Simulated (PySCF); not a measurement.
Si(F)(OH)2(SMe) (CH₅FO₂SSi), SMILES F[Si](O)(SC)O.

Geometry optimised at B3LYP-D3(BJ)/def2-SVP. The values are those of a single conformer.

These are PySCF with TDA-PBE/def2-SVPD values and carry that method's errors.

Vertical excitations. Isolated molecule, no solvent.

```csv
state,energy (eV),λ (nm),f,main pairs
S1,5.17,240,0.017,HOMO→LUMO 100 %
S2,5.36,231,0.001,HOMO→LUMO+1 99 %
S3,6.31,197,0.021,HOMO→LUMO+2 94 %
S4,6.72,185,0.015,HOMO→LUMO+3 92 %
S5,6.89,180,0.073,HOMO−1→LUMO 92 %
S6,7.10,175,0.005,"HOMO−1→LUMO+1 42 %, HOMO→LUMO+4 34 %, HOMO→LUMO+5 21 %"
S7,7.12,174,0.002,"HOMO→LUMO+4 58 %, HOMO−1→LUMO+1 34 %"
S8,7.26,171,0.004,HOMO−2→LUMO 96 %
S9,7.34,169,0.012,"HOMO−2→LUMO+1 55 %, HOMO→LUMO+5 33 %"
S10,7.41,167,0.014,"HOMO→LUMO+6 29 %, HOMO−2→LUMO+1 24 %, HOMO→LUMO+5 23 %, HOMO−1→LUMO+1 5 %"
T1,4.97,249,0,HOMO→LUMO+1 95 %
T2,5.04,246,0,HOMO→LUMO 96 %
T3,6.02,206,0,HOMO→LUMO+2 96 %
T4,6.45,192,0,HOMO→LUMO+3 96 %
```
Triplets are in the Tamm–Dancoff approximation.
